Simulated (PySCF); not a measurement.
PySCF job for BBr2, SMILES Br[B-]Br (connectivity only; charge and spin as stated), charge -1, multiplicity 1, PBE-D3(BJ)/def2-SVPD. The structure is a stationary point at PBE-D3(BJ)/def2-SVPD.

```python
import numpy as np
from pyscf import gto, scf, dft, df
from pyscf.hessian import thermo

mol = gto.M(
    atom='''
    B     0.00000000    0.00000000   -1.22039712
    Br    0.00000000    1.67118061    0.08717122
    Br    0.00000000   -1.67118061    0.08717122
    ''',
    basis='def2-SVPD',
    charge=-1,
    spin=0,
    max_memory=1600,
    verbose=3,
)
mf = dft.RKS(mol, xc='pbe').density_fit(auxbasis='def2-universal-jkfit')
mf.disp = 'd3bj'
mf.grids.level = 3
mf.conv_tol = 1e-11
mf.max_cycle = 100
mf.kernel()

# [left out here: the lines that compute and print the analytic Hessian (its translational invariance restored by hand, since the grid's response is missing), thermochemistry and intensities]
```

Output:

```
converged SCF energy = -5171.76578127322

WARN: DFTD3 does not support analytical Hessian, using finite difference


WARN: Mole.unit (angstrom) is changed to Bohr

Mode                                 0                   1                   2
Irrep
Freq [cm^-1]                      130.8784            394.1660            427.5494
Reduced mass [au]                  71.3166             11.8146             11.6371
Force const [Dyne/A]                0.7197              1.0815              1.2533
Char temp [K]                     188.3049            567.1171            615.1484
Normal mode                   x     y     z       x     y     z       x     y     z
       0   B                -0.00 -0.00 -0.04    0.00  0.29 -0.00   -0.00 -0.00 -0.29
       1  Br                -0.00 -0.08  0.00   -0.00 -0.02 -0.02   -0.00  0.01  0.02
       2  Br                 0.00  0.08  0.00   -0.00 -0.02  0.02   -0.00 -0.01  0.02
temperature 298.1500 [K]
pressure 101325.00 [Pa]
Rotational constants [GHz] 29.19369 1.13233 1.09005
Symmetry number 2
Zero-point energy (ZPE) 0.00217 [Eh]   5697.776 [J/mol]
                           tot       elec      trans        rot        vib
Entropy [J/mol/K]       298.358      0.000    172.843    105.498     20.017
Cv [J/mol/K]             45.091      0.000     12.472     12.472     20.147
Cp [J/mol/K]             53.405      0.000     20.786     12.472     20.147
Internal energy [J/mol]                      3718.434   3718.434   9047.345
Internal energy [Eh]   -5171.75950  -5171.76578
Enthalpy [J/mol]                             6197.391   3718.434   9047.345
Enthalpy [Eh]          -5171.75856
Gibbs free energy [J/mol]                  -45335.798 -27735.692   3079.335
Gibbs free energy [Eh] -5171.79244
mode   freq/cm-1   IR/(km/mol)
   1      130.88         3.366
   2      394.17       254.696
   3      427.55        14.769
max |gradient| / (hartree/bohr): 3.0721276333407755e-05
APT charges: [ 0.4478 -0.7239 -0.7239]
```

The run converged.

Cost: roughly 27 core-seconds.
